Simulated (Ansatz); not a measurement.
Reaction (formal exchange of groups at a C–B bond): `O=CCB(F)F` + CH₃NH₂ → `NCCC=O` + `FBF`

Isolated molecules relaxed with PBE0-D4/def2-TZVP in Ansatz; ΔE leaves out vibrations. CCSD(T)/CBS adds triple-zeta CCSD(T) − MP2 to the extrapolated MP2 energy (def2 sets, frozen cores). This one scheme is used for every species. Functionals use def2-TZVPP. B3LYP here is the variant with VWN-RPA as its local correlation; programs differ in this. One conformer a species, not always the lowest.

```tsv
level	ΔE (kJ/mol)	difference from CCSD(T)/CBS
PBE-D4	44.9	6.5
r2SCAN-D4	47.2	8.8
PBE0-D4	44.1	5.7
B3LYP-D4	42.7	4.3
ωB97X-V	40.4	2.0
ωB97M-V	42.3	3.9
B2PLYP	41.2	2.8
r2SCAN	47.6	9.2
PBE0	45.1	6.7
B3LYP	44.3	5.9
HF/def2-TZVPP	39.3	0.9
SCS-MP2/def2-TZVPP	35.4	-3.0
CCSD/def2-TZVPP	38.6	0.2
CCSD(T)/def2-TZVPP	38.0	-0.4
HF/def2-QZVPP	39.1	0.7
HF/CBS(def2)	39.0	0.6
CCSD(T)/CBS	38.4	0
```

Largest T1 diagnostic among the species: 0.014.
